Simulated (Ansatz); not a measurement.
Al, charge -1, triplet (a gas-phase anion, which may not be bound at this level); CCSD(T)/aug-cc-pVDZ (Ansatz, a program for electronic structure).

Here is a job for Ansatz.
Ansatz 0.2 input:
```yaml
crystal:
  periodic: [false, false, false]
  atoms:
    - {symbol: Al, position_ang: [0.00000000, 0.00000000, 0.00000000]}
basis:
  gaussian:
    orbitals: aug-cc-pVDZ
total_charge: -1
magnetization: {spin_polarized: true, initial_magnetization: 2}
correlation: {method: ccsd_t, electrons: outside_noble_gas}
accuracy: high
```

It wrote (shortened):

```
Functional definition: HF
226 factors; integrals over basis functions are off by at most 3.8e-9 eV
mean field evaluation 1: about -6580.2933 eV, gradient 6.0e0 eV
mean field evaluation 2: about -6580.3579 eV, gradient 5.8e0 eV
mean field evaluation 4: about -6581.6491 eV, gradient 1.3e0 eV
mean field evaluation 8: about -6581.7517 eV, gradient 1.6e-3 eV
mean field evaluation 16: about -6581.7519 eV, gradient 7.8e-9 eV
mean field evaluation 32: about -6581.7519 eV, gradient 3.3e-3 eV
mean field evaluation 64: about -6581.7519 eV, gradient 2.6e-8 eV
mean field evaluation 96: about -6581.7519 eV, gradient 3.5e-8 eV
mean field evaluation 128: about -6580.8507 eV, gradient 3.5e0 eV
mean field evaluation 160: about -6580.9019 eV, gradient 2.7e0 eV
mean field evaluation 192: about -6581.7519 eV, gradient 6.2e-3 eV
mean field evaluation 224: about -6581.7445 eV, gradient 2.0e-1 eV
mean field evaluation 256: about -6580.3653 eV, gradient 1.6e-3 eV
mean field evaluation 288: about -6579.8124 eV, gradient 2.8e0 eV
mean field evaluation 320: about -6577.8122 eV, gradient 4.6e-3 eV
mean field evaluation 352: about -6578.6542 eV, gradient 1.9e-3 eV
mean field evaluation 384: about -6581.7485 eV, gradient 1.9e-1 eV
mean field evaluation 416: about -6580.3652 eV, gradient 8.1e-2 eV
mean field evaluation 448: about -6580.3314 eV, gradient 3.3e0 eV
mean field evaluation 480: about -6579.7367 eV, gradient 4.5e0 eV
mean field evaluation 512: about -6580.3669 eV, gradient 4.1e-4 eV
mean field evaluation 544: about -6577.8122 eV, gradient 3.7e-4 eV
mean field evaluation 576: about -6577.8225 eV, gradient 5.8e-1 eV
mean field -6581.75189109 eV, -241.8749207260 hartree, gradient 8.1e-8 eV, S^2 2.016704; 16 other end points of the search recorded, 0 dependent functions left out
determinant -6581.75189109 eV, -241.8749207260 hartree, with singles and doubles -6583.36384215 eV, -241.9341588348 hartree
determinant -6580.36687162 eV, -241.8240221991 hartree, with singles and doubles -6581.86859972 eV, -241.8792096891 hartree
determinant -6580.36527184 eV, -241.8239634082 hartree, with singles and doubles -6581.73241710 eV, -241.8742050698 hartree
determinant -6579.99452542 eV, -241.8103387286 hartree, with singles and doubles -6581.57231873 eV, -241.8683215633 hartree
determinant -6578.65420615 eV, -241.7610829040 hartree, with singles and doubles -6579.95337522 eV, -241.8088264868 hartree
determinant -6578.37261480 eV, -241.7507346126 hartree, with singles and doubles -6579.37720270 eV, -241.7876525373 hartree
5 core orbitals not correlated
reference -6581.75189109 eV, -241.8749207260 hartree; 3, 1 occupied and 19, 21 virtual orbitals, 226 factors
second order -1.13633524 eV of doubles, -0.00000000 eV of singles
cycle   1  -1.61228050 eV  change   -3.3e-4 eV  update   1.5e-4
cycle   2  -1.61246855 eV  change   -1.9e-4 eV  update   8.1e-5
cycle   3  -1.61244952 eV  change    1.9e-5 eV  update   2.4e-5
cycle   4  -1.61244997 eV  change   -4.5e-7 eV  update   5.8e-6
cycle   5  -1.61245152 eV  change   -1.5e-6 eV  update   2.2e-6
cycle   6  -1.61245161 eV  change   -9.0e-8 eV  update   6.1e-7
cycle   7  -1.61245139 eV  change    2.2e-7 eV  update   2.1e-7
cycle   8  -1.61245132 eV  change    7.2e-8 eV  update   6.8e-8
cycle   9  -1.61245126 eV  change    5.8e-8 eV  update   4.0e-8
cycle  10  -1.61245126 eV  change    5.5e-9 eV  update   2.1e-8
cycle  11  -1.61245126 eV  change  -5.9e-10 eV  update   4.0e-8
cycle  12  -1.61245127 eV  change   -8.3e-9 eV  update   1.5e-8
cycle  13  -1.61245127 eV  change   -3.4e-9 eV  update   3.8e-9
cycle  14  -1.61245127 eV  change   -1.3e-9 eV  update   1.3e-9
cycle  15  -1.61245127 eV  change  -5.0e-10 eV  update  4.9e-10
cycle  16  -1.61245127 eV  change  -6.7e-11 eV  update  2.1e-10
perturbative correction -0.05180320 eV, -0.0019037325 hartree
Total energy: -6583.41614556 eV, -241.9360809498 hartree
```
